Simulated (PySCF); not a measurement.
Compound: C7H9F5.
Structure used (GFN2-xTB), in Å, numbered top down from 1:
```xyz
21
C7H9F5 angstrom
C     -1.1496   -1.5649    0.3553
C     -0.6839   -0.2838   -0.2615
C     -1.4692    0.7558   -0.5126
C     -2.9381    0.8270   -0.2314
F     -3.4450    2.0193   -0.6833
C      0.7884   -0.2240   -0.5924
C      1.6235    0.2067    0.6163
F      1.5876   -0.7405    1.6073
C      3.0950    0.3965    0.2210
F      3.2172    1.4106   -0.6491
F      3.6099   -0.6855   -0.3684
F      3.8700    0.6860    1.2674
H     -2.1925   -1.5140    0.6494
H     -1.0256   -2.3832   -0.3537
H     -0.5483   -1.7978    1.2320
H     -1.0686    1.6522   -0.9647
H     -3.1543    0.7851    0.8439
H     -3.4936    0.0354   -0.7490
H      1.1382   -1.2068   -0.9152
H      0.9694    0.4976   -1.3906
H      1.2605    1.1452    1.0552
```

Method used: PBE0/pcSseg-1 in PySCF (dipole) on a GFN2-xTB geometry, gas phase.

Masses are those of the commonest isotopes; rigid-rotor values at the optimised geometry. The values belong to one conformer with, in the numbering `[CH3:1]/[C:2](=[CH:3]\[CH2:4][F:5])[CH2:6][C@@H:7]([F:8])[C:9]([F:10])([F:11])[F:12]`, C2–C3–C4–F5 -177°, C1–C2–C6–C7 -85°, C2–C6–C7–F8 67°.

Problem. What are A, B and C (MHz)?

Solution. Ia = 289.87, Ib = 1331.01, Ic = 1453.73 u·Å²; 505379 MHz·u·Å²/I gives A = 1743, B = 379.7, C = 347.6 MHz.

Problem. What kind of rotor is it?

Solution. A near-prolate asymmetric top. Ray's parameter κ = (2B − A − C)/(A − C) = -0.954; −1 is the prolate and +1 the oblate limit.

Problem. Is it planar, by Δ = Ic − Ia − Ib?

Solution. Not planar: Δ = Ic − Ia − Ib = -167.16 u·Å². For a rigid frame Δ = −2 Σ m c², so Σ m c² = 83.58 u·Å² lies off the ab plane: 9.22 from hydrogen and 74.36 from heavier atoms. The atom farthest from that plane is 1.54 Å away.

Problem. Give the other two planar moments, Paa and Pbb, and the rms extents of the mass along the axes.

Solution. Paa = Σ m a² = (Ib + Ic − Ia)/2 = 1247.43 and Pbb = Σ m b² = (Ia + Ic − Ib)/2 = 206.29 u·Å². With the mass M = 188.06 u, the rms extents √(P/M) along a, b and c are 2.58, 1.05, 0.67 Å.

Problem. Which types of transition are allowed, and where do some lines up to J = 2 fall?

Solution. The dipole components are |μa| = 1.13 D, |μb| = 1.23 D, |μc| = 0.51 D. Intensities carry the squares of the components, which stand as 0.85 : 1.00 : 0.17 (a : b : c). Some lines, for components of 0.1 D or more:

| type | branch | J(Ka,Kc) | MHz | lower level (cm⁻¹) |
| --- | --- | --- | --- | --- |
| a | R | 1(0,1) ← 0(0,0) | 727 | 0.000 |
| c | Q | 2(1,2) ← 2(0,2) | 1332 | 0.073 |
| c | Q | 1(1,1) ← 1(0,1) | 1364 | 0.024 |
| b | Q | 1(1,0) ← 1(0,1) | 1396 | 0.024 |
| a | R | 2(1,2) ← 1(1,1) | 1423 | 0.070 |
| b | Q | 2(1,1) ← 2(0,2) | 1428 | 0.073 |
| a | R | 2(0,2) ← 1(0,1) | 1454 | 0.024 |
| a | R | 2(1,1) ← 1(1,0) | 1487 | 0.071 |
| b | R | 1(1,1) ← 0(0,0) | 2091 | 0.000 |
| c | R | 1(1,0) ← 0(0,0) | 2123 | 0.000 |
| b | R | 2(1,2) ← 1(0,1) | 2786 | 0.024 |
| c | R | 2(1,1) ← 1(0,1) | 2883 | 0.024 |
| c | Q | 2(2,1) ← 2(1,1) | 4091 | 0.120 |
| b | Q | 2(2,0) ← 2(1,1) | 4092 | 0.120 |
| b | Q | 2(2,1) ← 2(1,2) | 4187 | 0.117 |
| b | R | 2(2,1) ← 1(1,0) | 5578 | 0.071 |
| c | R | 2(2,0) ← 1(1,0) | 5579 | 0.071 |
| c | R | 2(2,1) ← 1(1,1) | 5610 | 0.070 |
| b | R | 2(2,0) ← 1(1,1) | 5611 | 0.070 |

No frequency check. These are rigid-rotor constants of the computed structure; measured ground-state constants (B0) also hold zero-point vibration. A rigid rotor knows nothing of internal rotation, which can split or shift real lines.
